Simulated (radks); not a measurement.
The numbers below are computed, except where a source is named.
Removal energies from the zinc ion Zn13+, [Ne] 3s2 3p5, by Delta-SCF beside the eigenvalue of the level emptied. Code: a radial shooting solver on a logarithmic mesh with Libxc functionals. Model: scalar-relativistic Kohn-Sham, LDA (Slater exchange, Perdew-Wang correlation), spin-polarised, spherical densities, finite nucleus; Fermi nuclear charge, rms radius of each element as measured or else 0.836 A^(1/3) + 0.57 fm. Open shells are filled with parallel spins first.

| removed from | final configuration | Delta-SCF (eV) | -eigenvalue (eV) |
|---|---|---|---|
| 3p | [Ne] 3s2 3p4 | 454.69 | 436.83 |
| 3s | [Ne] 3s1 3p5 | 501.65 | 483.97 |
| 2p | [He] 2s2 2p5 3s2 3p5 | 1475.6 | 1426.4 |
| 2s | [He] 2s1 2p6 3s2 3p5 | 1621.1 | 1578.2 |
